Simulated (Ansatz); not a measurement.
Here is a job for Ansatz (an electronic-structure program).
Ansatz 0.2 input:
```yaml
crystal:
  periodic: [false, false, false]
  atoms:
    - {symbol: As, position_ang: [0.00000000, 0.00000000, 0.00000000]}
basis:
  gaussian:
    orbitals: 6-31G*
hamiltonian:
  xc: pbe
magnetization: {spin_polarized: true, initial_magnetization: 3}
accuracy: high
```

Task: What total energy does PBE/6-31G* (Ansatz) give?

Result: -2235.1930 Eh

Task: What is the computed <S^2> (PBE/6-31G*)?

Result: 3.751
